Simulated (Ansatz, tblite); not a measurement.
Isomers of Mo5Se9 (singlet), found by a short tight-binding search and relaxed with PBE-D4/def2-SVP in Ansatz.

In the def2 sets Mo takes a core potential; there is no spin–orbit coupling. The xTB rows come from tblite. Correlated methods freeze 81 core orbitals; core or outer-core shells of Mo, Se are correlated, in sets that lack core-valence functions. Single mean-field runs in def2-SVP, def2-TZVP are fitted with def2-universal-jkfit.

Run but left out: HF/def2-SVP, MP2/def2-SVP (A: restricted singlet, unstable towards broken spin symmetry).

A: The restricted singlet is unstable towards broken spin symmetry in Hartree–Fock (as tested in another run); at PBE-D4/def2-TZVP, revPBE-D4/def2-TZVP, r2SCAN-D4/def2-TZVP, PBE0-D4/def2-SVP and others this wasn't settled. B: The restricted singlet is unstable towards broken spin symmetry in Hartree–Fock (as tested in another run); at PBE-D4/def2-TZVP, revPBE-D4/def2-TZVP, r2SCAN-D4/def2-TZVP, PBE0-D4/def2-SVP and others this wasn't settled.

Other spin states weren't relaxed.

A:

```xyz
14

Mo    0.585    1.120   -0.924
Mo   -0.541    0.365    1.358
Mo    0.972   -1.649   -0.248
Mo    1.894    0.133    1.242
Mo   -1.382   -0.621   -0.905
Se   -2.716    1.295    0.270
Se    2.616   -0.251   -1.405
Se    2.202   -2.542    1.570
Se   -0.924    0.732   -3.039
Se    0.865    2.476    1.178
Se   -0.739    2.922   -2.024
Se   -2.825   -0.944    1.220
Se    0.625   -0.220    3.433
Se   -0.633   -2.816   -1.728
```

B:

Cartesian coordinates in Å:
```
Mo -1.1434 1.0938 -0.8696
Mo 1.3051 0.4906 -1.7899
Mo 0.8871 0.4809 0.7774
Mo -0.3015 -1.4081 -0.9762
Mo 0.1688 -1.5262 2.0655
Se -2.5445 -0.8022 -1.5999
Se 1.1640 -1.6974 -2.8919
Se -0.0847 2.2090 -2.7783
Se 2.3342 -0.6738 2.5841
Se -1.6011 -0.6223 3.1453
Se 3.0007 1.3062 -0.2583
Se -2.6250 1.8648 0.9728
Se -0.2116 -3.3604 0.5326
Se -0.3481 2.6451 1.0865
```

Q: Estimate their order by electronic energy at PBE0-D4/def2-TZVP, counted from the lowest.

A: A (0.00) < B (0.03), in eV.

Q: Do the other levels pick the same lowest one?

A: Not GFN1-xTB, GFN2-xTB, PBE-D4/def2-SVP, PBE-D4/def2-TZVP, revPBE-D4/def2-TZVP, r2SCAN-D4/def2-TZVP, PBE0-D4/def2-SVP, RPA@PBE/def2-SVP. Energies above each level's lowest (eV):

```
              level     A     B
           GFN1-xTB  2.50  0.00
           GFN2-xTB  1.28  0.00
    PBE-D4/def2-SVP  0.17  0.00
   PBE-D4/def2-TZVP  0.11  0.00
revPBE-D4/def2-TZVP  0.10  0.00
r2SCAN-D4/def2-TZVP  0.42  0.00
   PBE0-D4/def2-SVP  0.03  0.00
  PBE0-D4/def2-TZVP  0.00  0.03
   RPA@PBE/def2-SVP  0.16  0.00
```
Point groups (tolerance 0.1 Å): A not assigned, B not assigned. Lower isomers may exist.
